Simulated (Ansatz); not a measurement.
Ideal-gas functions of C2Cl2N2Sn (`N#[C][Sn]([Cl])([Cl])[C]#N`) at 800 K and 1 bar, from an Ansatz frequency run at PBE0-D4/def2-TZVP.

Molar mass 241.65 g/mol, point group C2v (symmetry number 2), electronic degeneracy 1, moments of inertia 500.947, 512.837, 516.1 u Å². Harmonic wavenumbers (cm⁻¹, unscaled): 70, 76, 85, 106, 113, 251, 270, 297, 311, 390, 415, 441, 454, 2331, 2333.

Use S(trans) = R[1.5 ln M + 2.5 ln T − 1.1517]; rotational temperatures θ = 24.2544 K / I; S(rot) = R[ln(√π/σ · √(T³/θAθBθC)) + 1.5]; for each mode x = 1.438777 ν̃/T, S = R[x/(eˣ − 1) − ln(1 − e⁻ˣ)] and H = RT x/(eˣ − 1); 1 cm⁻¹ = 0.0119627 kJ/mol; R = 8.31446 J/(mol·K).

**Question.** By hand: the entropy, in J/(mol·K).

**Answer.** Translation 197.8. Rotation: θ = 0.0484, 0.0473, 0.047 K, giving 132.8. Vibration, mode by mode: 25.55, 24.87, 23.94, 22.11, 21.58, 15.00, 14.40, 13.63, 13.25, 11.43, 10.94, 10.46, 10.23, 0.66, 0.66, in all 218.7. Electronic 0.0. Sum 549.3 J/(mol·K).

**Question.** By hand: H − E and G − E in kJ/mol, counted from the electronic energy.

**Answer.** Zero-point energy ½ × 7943 × 0.0119627 = 47.5; thermal vibration 69.6; translation, rotation and pV give 4 RT = 26.6. H − E = 143.7 kJ/mol, and G − E = 143.7 − 800 × 549.3/1000 = -295.7 kJ/mol.

Vibration gives 40 % of the entropy, 118.0 J/(mol·K) of it from the modes under 150 cm⁻¹: soft modes count most, and the harmonic formula is weakest for them.
